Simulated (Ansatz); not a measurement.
Steps of a relaxation of CH$_{8}$BNOSi, SMILES `N[SiH2]CBO` with RKS PBE0-D4/def2-TZVP.

```sh
$ ansatz run in.yaml --threads 4 --pin off --events-out ev --progress --plain --max-ram 10444MiB
```

```yaml
crystal:
  periodic: [false, false, false]
  atoms:
    - {symbol: N, position_ang: [-2.153068, 0.272101, -0.280620]}
    - {symbol: Si, position_ang: [-0.981425, -0.688229, 0.592204]}
    - {symbol: C, position_ang: [0.765563, -0.821161, -0.169040]}
    - {symbol: B, position_ang: [1.392472, 0.593789, -0.351770]}
    - {symbol: O, position_ang: [2.240934, 1.072958, 0.609249]}
    - {symbol: H, position_ang: [-2.011275, 1.284422, -0.330090]}
    - {symbol: H, position_ang: [-2.480369, -0.070176, -1.188084]}
    - {symbol: H, position_ang: [-1.552859, -2.078619, 0.694547]}
    - {symbol: H, position_ang: [-0.851973, -0.079580, 1.962543]}
    - {symbol: H, position_ang: [1.358056, -1.464053, 0.517003]}
    - {symbol: H, position_ang: [0.635231, -1.342327, -1.141909]}
    - {symbol: H, position_ang: [1.115020, 1.309156, -1.311377]}
    - {symbol: H, position_ang: [2.544093, 1.976822, 0.412244]}
basis:
  gaussian: {orbitals: def2-TZVP}
hamiltonian: {xc: pbe0, dispersion: d4}
relax: {f_tol: 0.005, max_steps: 150}
```

Positions (Å) and forces (eV/Å) along the path, 11 of 15 steps:

```xyz
13
step=1 energy=-13253.7185 eV
N    -2.153    0.272   -0.281    0.300    0.077   -0.312
Si   -0.981   -0.688    0.592   -0.139    0.092   -0.113
C     0.766   -0.821   -0.169   -0.099   -0.165   -0.045
B     1.392    0.594   -0.352    0.056    0.064   -0.056
O     2.241    1.073    0.609   -0.045    0.548   -0.458
H    -2.011    1.284   -0.330   -0.080   -0.630    0.042
H    -2.480   -0.070   -1.188    0.207    0.201    0.575
H    -1.553   -2.079    0.695    0.126    0.317   -0.031
H    -0.852   -0.080    1.963   -0.034   -0.124   -0.303
H     1.358   -1.464    0.517   -0.267    0.289   -0.306
H     0.635   -1.342   -1.142    0.060    0.237    0.456
H     1.115    1.309   -1.311    0.114   -0.264    0.383
H     2.544    1.977    0.412   -0.199   -0.642    0.167
13
step=2 energy=-13253.7639 eV
N    -2.143    0.264   -0.279    0.217   -0.049   -0.050
Si   -0.978   -0.685    0.591   -0.076    0.124   -0.148
C     0.755   -0.810   -0.171   -0.070   -0.048    0.006
B     1.395    0.591   -0.355   -0.056    0.030    0.057
O     2.234    1.071    0.606   -0.025    0.139   -0.190
H    -2.004    1.266   -0.330   -0.038   -0.155    0.029
H    -2.467   -0.078   -1.174    0.029    0.041    0.157
H    -1.542   -2.062    0.690    0.044    0.067   -0.001
H    -0.852   -0.078    1.947   -0.005   -0.036   -0.065
H     1.339   -1.450    0.507   -0.063    0.076   -0.084
H     0.623   -1.327   -1.132    0.015    0.067    0.128
H     1.122    1.301   -1.299    0.063   -0.085    0.093
H     2.539    1.964    0.413   -0.036   -0.171    0.067
13
step=4 energy=-13253.7714 eV
N    -2.137    0.254   -0.283    0.062   -0.015   -0.010
Si   -0.976   -0.678    0.585   -0.022    0.006    0.005
C     0.746   -0.799   -0.170    0.004    0.022    0.003
B     1.396    0.593   -0.352   -0.012    0.014    0.048
O     2.235    1.065    0.608   -0.014   -0.049   -0.020
H    -2.022    1.254   -0.330   -0.025    0.030    0.004
H    -2.482   -0.096   -1.163   -0.036   -0.005   -0.014
H    -1.526   -2.054    0.690   -0.008   -0.029    0.002
H    -0.854   -0.073    1.936    0.003    0.015    0.026
H     1.327   -1.439    0.502    0.022   -0.026    0.025
H     0.615   -1.310   -1.128   -0.004   -0.022   -0.043
H     1.142    1.299   -1.296    0.006    0.012   -0.035
H     2.557    1.948    0.418    0.024    0.048    0.009
13
step=5 energy=-13253.7722 eV
N    -2.137    0.253   -0.286    0.051   -0.004   -0.022
Si   -0.976   -0.677    0.584   -0.019    0.001    0.007
C     0.746   -0.798   -0.171    0.003    0.006   -0.001
B     1.397    0.594   -0.352   -0.006    0.010    0.025
O     2.239    1.063    0.608   -0.009   -0.013   -0.020
H    -2.030    1.254   -0.331   -0.024    0.002    0.003
H    -2.490   -0.099   -1.161   -0.022    0.005    0.008
H    -1.526   -2.055    0.691   -0.001   -0.009    0.002
H    -0.854   -0.070    1.936    0.001    0.006    0.008
H     1.328   -1.439    0.501    0.008   -0.010    0.008
H     0.615   -1.309   -1.130   -0.001   -0.008   -0.015
H     1.146    1.301   -1.296    0.006    0.003   -0.014
H     2.562    1.947    0.421    0.012    0.012    0.010
13
step=6 energy=-13253.7732 eV
N    -2.138    0.247   -0.293    0.002    0.021   -0.050
Si   -0.976   -0.673    0.581   -0.007   -0.009    0.018
C     0.748   -0.793   -0.172    0.006   -0.014   -0.010
B     1.406    0.597   -0.350   -0.003    0.001   -0.018
O     2.250    1.057    0.611    0.010    0.028    0.006
H    -2.061    1.252   -0.333   -0.011   -0.043    0.002
H    -2.521   -0.114   -1.154    0.012    0.019    0.046
H    -1.520   -2.054    0.694    0.006    0.015   -0.001
H    -0.855   -0.059    1.931   -0.001   -0.004   -0.014
H     1.328   -1.438    0.500   -0.010    0.008   -0.010
H     0.618   -1.302   -1.134    0.001    0.009    0.018
H     1.162    1.305   -1.297    0.002   -0.004    0.013
H     2.581    1.940    0.431   -0.009   -0.027    0.001
13
step=7 energy=-13253.7735 eV
N    -2.139    0.245   -0.297   -0.007    0.015   -0.032
Si   -0.975   -0.671    0.579   -0.005   -0.001    0.006
C     0.748   -0.791   -0.174    0.006   -0.009   -0.009
B     1.410    0.597   -0.349   -0.006   -0.003   -0.018
O     2.254    1.054    0.614    0.012    0.017    0.014
H    -2.074    1.249   -0.335   -0.002   -0.028    0.003
H    -2.535   -0.120   -1.149    0.012    0.009    0.030
H    -1.517   -2.052    0.696    0.004    0.010    0.001
H    -0.854   -0.052    1.927   -0.001   -0.004   -0.009
H     1.327   -1.437    0.498   -0.006    0.006   -0.007
H     0.618   -1.299   -1.136    0.000    0.006    0.013
H     1.170    1.307   -1.296    0.002   -0.001    0.010
H     2.588    1.936    0.436   -0.009   -0.016   -0.003
13
step=8 energy=-13253.7736 eV
N    -2.139    0.243   -0.300   -0.003    0.001   -0.007
Si   -0.974   -0.669    0.578   -0.001    0.002    0.009
C     0.749   -0.790   -0.176    0.001   -0.002   -0.004
B     1.413    0.598   -0.348   -0.006   -0.005   -0.008
O     2.255    1.052    0.617    0.005    0.001    0.009
H    -2.082    1.247   -0.338    0.002   -0.004    0.001
H    -2.544   -0.126   -1.145    0.003    0.000    0.006
H    -1.515   -2.050    0.701    0.001    0.000   -0.003
H    -0.852   -0.047    1.923    0.000    0.003   -0.001
H     1.326   -1.438    0.494   -0.002    0.000   -0.001
H     0.617   -1.296   -1.138    0.001    0.002    0.001
H     1.175    1.309   -1.293    0.001    0.002    0.003
H     2.591    1.933    0.440   -0.003   -0.001   -0.003
13
step=10 energy=-13253.7736 eV
N    -2.139    0.242   -0.301   -0.002    0.001   -0.004
Si   -0.974   -0.668    0.578   -0.001    0.000    0.005
C     0.749   -0.790   -0.177    0.002   -0.001   -0.002
B     1.413    0.598   -0.347   -0.006   -0.002   -0.002
O     2.257    1.050    0.618    0.002   -0.001    0.003
H    -2.081    1.246   -0.342    0.001   -0.002    0.000
H    -2.546   -0.129   -1.144    0.002   -0.001    0.003
H    -1.514   -2.049    0.703    0.001    0.001   -0.001
H    -0.851   -0.044    1.923    0.001    0.002   -0.001
H     1.326   -1.439    0.492   -0.002    0.000   -0.001
H     0.616   -1.295   -1.140    0.000    0.001    0.000
H     1.173    1.312   -1.290    0.002    0.001    0.002
H     2.592    1.932    0.442   -0.001    0.000   -0.001
13
step=13 energy=-13253.7737 eV
N    -2.143    0.235   -0.305   -0.001    0.001    0.002
Si   -0.973   -0.663    0.580    0.001   -0.003   -0.002
C     0.747   -0.787   -0.182   -0.002    0.001    0.003
B     1.414    0.600   -0.342    0.004    0.004    0.009
O     2.267    1.039    0.622   -0.007   -0.002   -0.011
H    -2.082    1.238   -0.365   -0.001    0.000   -0.002
H    -2.557   -0.151   -1.137    0.000    0.000   -0.001
H    -1.510   -2.043    0.718    0.000    0.000    0.001
H    -0.846   -0.026    1.918    0.001    0.000    0.000
H     1.324   -1.444    0.479    0.001    0.000    0.000
H     0.608   -1.283   -1.149   -0.001   -0.001   -0.001
H     1.169    1.327   -1.274    0.001   -0.001   -0.001
H     2.602    1.922    0.453    0.003    0.001    0.003
13
step=14 energy=-13253.7737 eV
N    -2.144    0.234   -0.305    0.000    0.000    0.001
Si   -0.973   -0.662    0.580    0.001   -0.002   -0.001
C     0.747   -0.787   -0.183   -0.003    0.000    0.002
B     1.414    0.601   -0.342    0.005    0.002    0.004
O     2.269    1.038    0.622   -0.005    0.000   -0.008
H    -2.083    1.237   -0.367   -0.001   -0.001   -0.001
H    -2.559   -0.153   -1.137    0.000    0.000    0.000
H    -1.509   -2.043    0.720    0.000    0.000    0.000
H    -0.846   -0.025    1.917    0.000    0.000    0.000
H     1.324   -1.444    0.478    0.000    0.000    0.000
H     0.607   -1.282   -1.150    0.000    0.000    0.000
H     1.169    1.328   -1.272    0.000   -0.001    0.000
H     2.604    1.921    0.454    0.002    0.000    0.003
13
step=15 energy=-13253.7737 eV
N    -2.146    0.232   -0.306    0.000    0.001   -0.002
Si   -0.973   -0.661    0.580    0.000    0.000    0.001
C     0.746   -0.785   -0.184   -0.002   -0.001    0.000
B     1.415    0.602   -0.340    0.002   -0.001   -0.003
O     2.273    1.034    0.623    0.000    0.004   -0.002
H    -2.085    1.234   -0.374    0.000   -0.003    0.000
H    -2.563   -0.160   -1.135    0.001    0.001    0.002
H    -1.508   -2.041    0.725    0.000    0.001   -0.001
H    -0.845   -0.020    1.916    0.000    0.000    0.000
H     1.323   -1.445    0.474   -0.001    0.000    0.000
H     0.605   -1.277   -1.152    0.001    0.001    0.001
H     1.169    1.333   -1.268   -0.001    0.000    0.002
H     2.609    1.917    0.457    0.000   -0.003    0.002
```

Run time 57 s (4 threads of an Arm Neoverse V2 on a shared host); peak host memory 0.53 GiB.
